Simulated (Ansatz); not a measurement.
The same path of CH3BO3 (8 atoms, charge 0, multiplicity 1) was run twice with different band settings. Lost on the way: O5–H8. Made: O4–H8.

The calculation used RKS B3LYP-D4/STO-3G in Ansatz 0.2.0.

Relaxed end points:

```xyz
8
Properties=species:S:1:pos:R:3
B 0.874 1.319 0.288
O -0.172 0.503 0.612
C -0.391 -0.684 -0.207
O 0.274 -1.071 -1.187
O -1.529 -1.296 0.366
H 1.006 2.259 0.979
H 1.588 1.093 -0.618
H -1.651 -2.123 -0.233
```

```xyz
8
Properties=species:S:1:pos:R:3
B 0.849 1.198 0.246
O -0.390 0.733 0.570
C -0.735 -0.641 0.248
O -0.411 -0.871 -1.115
O -1.302 -1.419 1.037
H 1.045 2.327 0.503
H 1.674 0.513 -0.235
H -0.730 -1.838 -1.253
```

Common settings: movable images 9; climbing image yes; optimiser quadratic models (default); start path through a guess of the saddle point; force threshold 0.05 eV/Å; iteration limit 60; end points relaxed.

| run | spring |
| --- | --- |
| 1 | 5.0 eV/Å² |
| 2 | 50.0 eV/Å² |

Problem. What does each run give, and how far can it be trusted?

Solution. Run 1: converged after 9 iterations, highest image 1.453 eV above the first end. A vibrational analysis at the climbing image gives one clearly imaginary mode, 1708i cm⁻¹: a first-order saddle point.
Run 2: converged after 10 iterations, highest image 1.453 eV above the first end. Another band between the same ends (9 images) ends at a top of the same energy, where a vibrational analysis finds 1 clearly imaginary mode.
The orbitals stay closed-shell, which can raise the energy where a bond breaks towards radicals; this wasn't checked here. Limits of this set-up: minimal basis.
